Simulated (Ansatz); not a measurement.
Na2Li3⁺. The state is a singlet with charge 1. Geometry B3LYP/def2-TZVP, basis def2-TZVP, Ansatz.

```xyz
5

Li    1.3042    0.1529   -0.9182
Li   -0.2759   -1.3690    0.7702
Li   -1.0241    1.2165    0.1430
Na    1.5465    1.0252    2.3412
Na   -1.5507   -1.0257   -2.3362
```

```
run  HOMO (eV)  LUMO (eV)
  A      -6.56      -5.18
  B      -6.93      -5.06
  C      -7.71      -4.25
  D      -8.12      -3.87
  E      -6.59      -5.40
  F      -6.48      -5.64
```

HSE06 is defined as in plane-wave codes, on full-range PBE exchange. The structure comes from a short search, and lower isomers may exist.

**Question.** The runs used CAM-B3LYP, HSE06, PBE, PBE0, r2SCANh, ωB97M-V. Estimate which is which.

**Answer.** A r2SCANh (10 % exact exchange); B PBE0 (25 % exact exchange); C CAM-B3LYP (range-separated); D ωB97M-V (range-separated); E HSE06 (range-separated); F PBE (0 % exact exchange). Exact exchange lowers occupied and raises empty levels; among semilocal functionals meta-GGAs tend to open the gap a little, and such runs are hard to tell apart. The gap grows from 0.84 eV (PBE) to 4.25 eV (ωB97M-V).
